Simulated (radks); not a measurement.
Results of a calculation; reference values are marked as such.
The nuclear charge of the cobalt ion Co+ is varied continuously with 26 electrons held in [Ar] 3d8. Code: a radial shooting solver on a logarithmic mesh with Libxc functionals. Model: scalar-relativistic Kohn-Sham, PBE, spin-polarised, spherical densities, finite nucleus; open shells are filled with parallel spins first; Fermi nuclear charge, rms radius 3.7875 fm. By the Hellmann-Feynman theorem dE/dZ = E(electron-nucleus)/Z, the electronic potential at the nucleus (averaged over a nucleus of fixed radius). The scalar-relativistic energy here is not variational (the density holds large components alone), so the two differ by a part that grows with Z.

| Z | E (hartree) | E(electron-nucleus)/Z (hartree) | HOMO | e(HOMO) (eV) | <r> HOMO (bohr) |
|---|---|---|---|---|---|
| 26.5 | -1331.91927 | -120.382 | 3d | -5.234 | 1.325 |
| 26.75 | -1362.23427 | -121.928 | 3d | -8.054 | 1.237 |
| 27 | -1392.93592 | -123.468 | 3d | -11.246 | 1.168 |
| 27.25 | -1424.02304 | -125.004 | 3d | -14.779 | 1.111 |
| 27.5 | -1455.49469 | -126.537 | 3d | -18.632 | 1.062 |
| 27.75 | -1487.35011 | -128.067 | 3d | -22.787 | 1.019 |
| 28 | -1519.58873 | -129.595 | 3d | -27.228 | 0.9817 |

The central difference of E at Z = 27 is -123.578 hartree, to compare with the third column; the second derivative is -6.17 hartree.
